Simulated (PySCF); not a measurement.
## `C[C@H]1O[C@H](F)C[C@H]1Cl`, C5H8ClFO

Molfile (atoms numbered from 1):
```
C5H8ClFO
     RDKit          3D

 16 16  0  0  0  0  0  0  0  0999 V2000
    1.9565    0.6727   -0.5113 C   0  0  0  0  0  0  0  0  0  0  0  0
    0.6445    0.4262    0.2074 C   0  0  1  0  0  0  0  0  0  0  0  0
   -0.3998    1.1556   -0.4343 O   0  0  0  0  0  0  0  0  0  0  0  0
   -1.5926    0.6358   -0.0210 C   0  0  2  0  0  0  0  0  0  0  0  0
   -1.9923    1.2583    1.1597 F   0  0  0  0  0  0  0  0  0  0  0  0
   -1.3899   -0.8614    0.2720 C   0  0  0  0  0  0  0  0  0  0  0  0
    0.1314   -1.0276    0.2335 C   0  0  1  0  0  0  0  0  0  0  0  0
    0.6200   -1.9388   -1.2233 Cl  0  0  0  0  0  0  0  0  0  0  0  0
    2.2152    1.7244   -0.4324 H   0  0  0  0  0  0  0  0  0  0  0  0
    2.7430    0.0724   -0.0627 H   0  0  0  0  0  0  0  0  0  0  0  0
    1.8598    0.4160   -1.5620 H   0  0  0  0  0  0  0  0  0  0  0  0
    0.7198    0.7644    1.2536 H   0  0  0  0  0  0  0  0  0  0  0  0
   -2.3720    0.8731   -0.7520 H   0  0  0  0  0  0  0  0  0  0  0  0
   -1.8847   -1.4787   -0.4743 H   0  0  0  0  0  0  0  0  0  0  0  0
   -1.7947   -1.0975    1.2554 H   0  0  0  0  0  0  0  0  0  0  0  0
    0.5283   -1.5859    1.0802 H   0  0  0  0  0  0  0  0  0  0  0  0
  1  2  1  0
  2  3  1  0
  3  4  1  0
  4  5  1  0
  4  6  1  0
  6  7  1  0
  7  8  1  0
  7  2  1  0
  1  9  1  0
  1 10  1  0
  1 11  1  0
  2 12  1  1
  4 13  1  6
  6 14  1  0
  6 15  1  0
  7 16  1  1
M  END
```

Method used: PySCF, TDDFT LC-wPBE/def2-SVPD circular dichroism and optical rotation, one conformer, gas phase. Geometry: GFN2-xTB.

Q: Draw the ECD and absorption spectra from the lowest 16 states, each a Gaussian of half-width 0.25 eV at 1/e height.

A: 
| E (eV) | λ (nm) | Δε (L mol⁻¹ cm⁻¹) | ε (L mol⁻¹ cm⁻¹) |
| --- | --- | --- | --- |
| 7.08 | 175 | 0.00 | 1.83 |
| 7.23 | 171 | -0.06 | 15.5 |
| 7.38 | 168 | -0.39 | 64.4 |
| 7.53 | 165 | -1.09 | 131 |
| 7.68 | 161 | -1.35 | 130 |
| 7.83 | 158 | -0.78 | 63.2 |
| 7.98 | 155 | -0.21 | 15 |
| 8.13 | 152 | -0.03 | 1.77 |
| 8.28 | 150 | 0.00 | 1.44 |
| 8.43 | 147 | 0.00 | 27.7 |
| 8.58 | 144 | +0.05 | 290 |
| 8.73 | 142 | +0.73 | 1590 |
| 8.88 | 140 | +3.34 | 4800 |
| 9.03 | 137 | +4.13 | 8290 |
| 9.18 | 135 | -5.10 | 8400 |
| 9.33 | 133 | -15.99 | 5220 |
| 9.48 | 131 | -20.17 | 3100 |
| 9.63 | 129 | -23.54 | 4050 |
| 9.78 | 127 | -20.09 | 6070 |
| 9.93 | 125 | -11.87 | 6790 |
| 10.08 | 123 | -9.46 | 6620 |
| 10.23 | 121 | -4.52 | 6160 |

Δε uses R in velocity form, ε uses f in length form. Only the states computed contribute, so the short-wavelength end is incomplete.
